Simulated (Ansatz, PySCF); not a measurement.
Ansatz (a quantum-chemistry and plane-wave program) was given this input:
Ansatz 0.2 input:
```yaml
crystal:
  periodic: [false, false, false]
  atoms:
    - {symbol: C, position_ang: [-2.13401126, -1.15750947, 0.89014235]}
    - {symbol: C, position_ang: [-1.01991769, -0.58716968, 0.01233565]}
    - {symbol: C, position_ang: [-1.60292900, 0.46154716, -0.96106109]}
    - {symbol: C, position_ang: [0.04985495, 0.02042341, 0.83743466]}
    - {symbol: C, position_ang: [1.42337374, 0.31101235, 0.34457205]}
    - {symbol: C, position_ang: [1.96300372, -0.69874433, -0.66265601]}
    - {symbol: O, position_ang: [1.47385920, 1.59557992, -0.30265404]}
    - {symbol: H, position_ang: [-2.58626910, -0.37155628, 1.49133412]}
    - {symbol: H, position_ang: [-1.73886860, -1.91818758, 1.55937170]}
    - {symbol: H, position_ang: [-2.90898146, -1.60755191, 0.27401043]}
    - {symbol: H, position_ang: [-0.60014975, -1.39612906, -0.59501737]}
    - {symbol: H, position_ang: [-2.08518019, 1.26142492, -0.40337419]}
    - {symbol: H, position_ang: [-0.81171411, 0.89063049, -1.56986026]}
    - {symbol: H, position_ang: [-2.33956438, -0.00333957, -1.61238938]}
    - {symbol: H, position_ang: [-0.24573898, 0.49972992, 1.75916002]}
    - {symbol: H, position_ang: [2.10543560, 0.34767732, 1.21355023]}
    - {symbol: H, position_ang: [1.37670832, -0.66517776, -1.57580281]}
    - {symbol: H, position_ang: [1.93362914, -1.70003459, -0.24220522]}
    - {symbol: H, position_ang: [2.98969439, -0.44243316, -0.90852479]}
    - {symbol: H, position_ang: [1.04387866, 2.24295108, 0.26637435]}
basis:
  gaussian:
    orbitals: STO-3G
magnetization: {spin_polarized: true, initial_magnetization: 1}
correlation: {method: mp2, electrons: outside_noble_gas}
accuracy: high
```

Give the equivalent PySCF input.

One answer among several that fit: 
```python
from pyscf import gto, scf, mp

mol = gto.M(
    atom='''
C    -2.13401126   -1.15750947    0.89014235
C    -1.01991769   -0.58716968    0.01233565
C    -1.60292900    0.46154716   -0.96106109
C     0.04985495    0.02042341    0.83743466
C     1.42337374    0.31101235    0.34457205
C     1.96300372   -0.69874433   -0.66265601
O     1.47385920    1.59557992   -0.30265404
H    -2.58626910   -0.37155628    1.49133412
H    -1.73886860   -1.91818758    1.55937170
H    -2.90898146   -1.60755191    0.27401043
H    -0.60014975   -1.39612906   -0.59501737
H    -2.08518019    1.26142492   -0.40337419
H    -0.81171411    0.89063049   -1.56986026
H    -2.33956438   -0.00333957   -1.61238938
H    -0.24573898    0.49972992    1.75916002
H     2.10543560    0.34767732    1.21355023
H     1.37670832   -0.66517776   -1.57580281
H     1.93362914   -1.70003459   -0.24220522
H     2.98969439   -0.44243316   -0.90852479
H     1.04387866    2.24295108    0.26637435
''',
    basis='sto-3g',
    spin=1,
    verbose=4,
)

mf = scf.UHF(mol)
mf.kernel()

pt = mp.MP2(mf, frozen=7)
pt.kernel()
print('E(MP2) = %.10f' % pt.e_tot)
```

Both were run: Ansatz gave -306.133636 Eh and PySCF -306.133636 Eh, 0.000 mEh apart.
